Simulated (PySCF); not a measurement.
## `[SiH3]CO[Si@H]1C[SiH2][SiH2][SiH2]1`: 4 charge schemes on one density

C₂H₁₄OSi₅.
Z-matrix (Å and degrees, GFN2-xTB geometry), rows numbered from 1:
```
Si
C   1  1.9092
O   2  1.4046  1  112.38
Si  3  1.6237  2  127.39  1   -84.28
C   4  1.9044  3  102.83  2  -171.88
Si  5  1.9081  4  114.09  3   155.19
Si  6  2.3248  5  105.34  4   -37.48
Si  4  2.3186  3  113.64  2   -56.55
H   1  1.4610  2  109.11  3   -56.08
H   1  1.4630  2  109.06  3    64.93
H   1  1.4639  2  106.62  3  -176.08
H   2  1.0972  1  110.67  3  -122.62
H   2  1.0950  1  110.44  3   118.92
H   4  1.4772  3  109.53  2    72.14
H   5  1.0906  4  108.75  3    33.95
H   5  1.0881  4  109.86  3   -81.33
H   6  1.4715  5  107.50  4    82.67
H   6  1.4704  5  107.94  4  -164.05
H   7  1.4713  6  112.58  5   -99.70
H   7  1.4702  6  112.84  5   144.67
H   8  1.4729  4  113.23  3   109.40
H   8  1.4748  4  114.22  3    -6.23
```

Density: PBE0/pcSseg-1 (PySCF); schemes: Mulliken, IAO, Hirshfeld and ESP-fitted. Geometry: GFN2-xTB, one conformer, isolated molecule.

For which atoms does the sign change between the 4 schemes (beyond +0.03 e in one, beyond −0.03 e in another)?

Si8. Atomic charges aren't observables, and each scheme defines them in its own way.

Which atoms carry the lowest charge in the Mulliken, IAO, Hirshfeld and ESP-fitted schemes?

All schemes agree: Mulliken C5 (-0.850); IAO C5 (-0.819); Hirshfeld C5 (-0.252); ESP-fitted C5 (-0.458).

Tabulate the Mulliken, IAO, Hirshfeld and ESP-fitted charges.

In e:

```tsv
atom	environment	Mulliken	IAO	Hirshfeld	ESP-fitted
Si1	SiH3 silicon	+0.472	+0.592	+0.313	+0.383
C2	sp3 carbon bound to oxygen	-0.210	-0.316	-0.079	-0.077
O3	silyl ether oxygen	-0.624	-0.631	-0.224	-0.436
Si4	oxygen-bound silicon	+0.760	+0.879	+0.324	+0.560
C5	sp3 carbon bound to silicon	-0.850	-0.819	-0.252	-0.458
Si6	SiH2 silicon	+0.339	+0.459	+0.239	+0.299
Si7	SiH2 silicon	+0.002	+0.138	+0.144	+0.058
Si8	SiH2 silicon	-0.082	+0.075	+0.130	+0.083
H9	Si–H hydrogen	-0.071	-0.110	-0.071	-0.081
H10	Si–H hydrogen	-0.079	-0.115	-0.074	-0.093
H11	Si–H hydrogen	-0.090	-0.119	-0.076	-0.114
H12	methylene hydrogen	+0.130	+0.127	+0.033	+0.062
H13	methylene hydrogen	+0.143	+0.156	+0.045	+0.105
H14	Si–H hydrogen	-0.071	-0.145	-0.087	-0.137
H15	methylene hydrogen	+0.176	+0.170	+0.043	+0.130
H16	methylene hydrogen	+0.179	+0.169	+0.044	+0.137
H17	Si–H hydrogen	-0.038	-0.107	-0.081	-0.102
H18	Si–H hydrogen	-0.043	-0.098	-0.077	-0.093
H19	Si–H hydrogen	-0.013	-0.076	-0.073	-0.047
H20	Si–H hydrogen	-0.012	-0.077	-0.074	-0.052
H21	Si–H hydrogen	-0.011	-0.076	-0.076	-0.077
H22	Si–H hydrogen	-0.008	-0.073	-0.071	-0.051
```

Mean size of the charges over all atoms: IAO 0.251 e, Mulliken 0.200 e, ESP-fitted 0.165 e, Hirshfeld 0.120 e. Each set sums to the total charge, 0, to within 0.001 e. The IAO scheme counts the electrons in orthogonalised intrinsic atomic orbitals, a minimal basis polarised so that it spans the occupied orbitals exactly.

How many electrons does the Hirshfeld scheme count on Si1?

Z − q = 14 − (+0.313) = 13.687.

Sum the charges by element, for elements with more than one atom.

| element | atoms | Mulliken | IAO | Hirshfeld | ESP-fitted |
| --- | --- | --- | --- | --- | --- |
| Si | 5 | +1.492 | +2.143 | +1.150 | +1.383 |
| C | 2 | -1.060 | -1.135 | -0.331 | -0.535 |
| H | 14 | +0.193 | -0.377 | -0.596 | -0.412 |
